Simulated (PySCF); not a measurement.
Run record: geometry optimisation, Sn(OMe)2, `C[O][Sn][O]C`.

Computed with PBE0-D3(BJ)/def2-SVP geometry optimisation, gas phase, def2 core potentials past Kr (PySCF 2.14.0). Start geometry: GFN2-xTB. A driver script takes a list of jobs; this job's settings line and coordinates (Å) are shown.

Input:
```
{"job": {"xc": "PBE0", "basis": "def2-SVP", "d3": "d3bj", "grid": 1, "maxiter": 30, "shake": 0.03, "kind": "geom"}, "charge": 0, "multiplicity": 1}
Sn     0.082320     0.552240    -1.485160
O      1.762970     0.179290    -0.592220
C      2.837880    -0.165960     0.162090
H      3.403870    -1.106550    -0.166930
H      2.617630    -0.273880     1.209520
H      3.658590     0.623100     0.082440
O     -1.734330     0.288670    -0.591150
C     -2.857210     0.023840     0.161490
H     -3.626390     0.844310     0.150080
H     -2.646890    -0.131150     1.258100
H     -3.400380    -0.919420    -0.157370
```

Task: Estimate the output.

Result: 
```
step   0  E = -444.13442169  max force = 0.046195
step   1  E = -444.14197216  max force = 0.026255
step   2  E = -444.14671028  max force = 0.012412
step   3  E = -444.15075116  max force = 0.006774
step   4  E = -444.15360890  max force = 0.008452
step   5  E = -444.15569820  max force = 0.014614
step   6  E = -444.15516167  max force = 0.010419
step   7  E = -444.15934907  max force = 0.008734
step   8  E = -444.16029141  max force = 0.002833
step   9  E = -444.16036375  max force = 0.001147
step  10  E = -444.16037254  max force = 0.000344
optimisation converged
```

Energies in Eh; «max force» is the largest Cartesian gradient component in Eh/bohr.

Task: How much energy does the optimisation release, in eV?

Result: E(step 0) − E(last step) = 0.025951 Eh, which is 0.706 eV.

Task: Give the first gradient maximum in eV/Å.

Result: With 1 Eh/bohr = 51.422 eV/Å, 2.375 eV/Å.

In short: final energy -444.16037 Eh after 10 steps; dipole 0.28 D.

Task: Where do the atoms end?

Result: 1.122 Å rms from the input after alignment:
```
atom  x, y, z in Å
Sn1    0.0114    0.8122   -2.1599
O2     1.5674    0.3422   -1.0053
C3     1.8878   -0.1594    0.2478
H4     2.2349   -1.2086    0.1812
H5     1.0494   -0.1377    0.9686
H6     2.7160    0.4229    0.6938
O7    -1.5839    0.4435   -1.0173
C8    -1.8703   -0.0432    0.2518
H9    -2.6513    0.5754    0.7322
H10   -1.0005   -0.0556    0.9338
H11   -2.2629   -1.0771    0.2041
```

Task: How long does this job take on one thread, Arm Neoverse V2 (aarch64), shared host with 32 logical CPUs at a one-minute load of 12? And the peak memory of the process?

Result: About 49 s, with 0.46 GiB resident at the peak, the Python interpreter and its libraries included.
Labels such as C1 count atoms from 1, the log's own numbers from 0.
